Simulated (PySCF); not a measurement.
Species: C₆H₆O₂Si.
Bonds: O1–C2 (double), C2–C3, C3–C4 (double), C4–C5, C5–O6 (double), C5–C7, C7–Si8, C7–C9 (double), C2–C9. Hydrogens: H10 on C3; H11 on C4; H12, H13, H14 on Si8; H15 on C9.

Level of theory: PySCF, HF/def2-SV(P) geometry optimisation, gas phase.

Q: List the bond lengths, angles and torsions at this level.

A: 
```
                     bond  length (Å)   order
                    O1=C2       1.188  double
                    C2–C3       1.489  single
                    C3=C4       1.327  double
                    C4–C5       1.491  single
                    C5=O6       1.191  double
                    C5–C7       1.498  single
                   C7–Si8       1.900  single
                    C7=C9       1.334  double
                    C2–C9       1.494  single
                   C3–H10       1.082  single
                   C4–H11       1.082  single
Si8–H12, Si8–H13, Si8–H14       1.482  single
                   C9–H15       1.083  single
```

Bonds in one row agree within 0.01 Å and their mean is given. Orders are formal, as drawn. A selection of angles:
```
    angle  degrees
 O1–C2–C3    121.8
 O1–C2–C9    121.2
 C3–C2–C9    117.0
 C2–C3–C4    121.1
 C3–C4–C5    121.5
 C4–C5–O6    121.0
 C4–C5–C7    118.3
 O6–C5–C7    120.7
C5–C7–Si8    117.1
 C5–C7–C9    119.2
Si8–C7–C9    123.7
 C2–C9–C7    122.8
```

Dihedral angles: O1–C2–C3–C4 180° (antiperiplanar); C2–C3–C4–C5 0° (synperiplanar); C3–C4–C5–O6 180° (antiperiplanar); C4–C5–C7–Si8 180° (antiperiplanar); C5–C7–C9–C2 0° (synperiplanar); O1–C2–C9–C7 180° (antiperiplanar).

The 6 C–C bonds span 1.327 Å (C3=C4, drawn double) to 1.498 Å (C5–C7, drawn single), a spread of 0.171 Å. Si8 (SiH3 silicon) is tetrahedral (angles from 106.9° to 110.3°). The 6-membered ring C2–C3–C4–C5–C7–C9 has internal angles of 117.0° to 122.8°; it is planar, 0.00 Å rms from its mean plane, widest ring torsion 0°. The 9 heavy atoms lie in one plane (0.000 Å rms).

Point group: Cs (tolerance 0.08 Å). Stationary, but not proved a minimum.
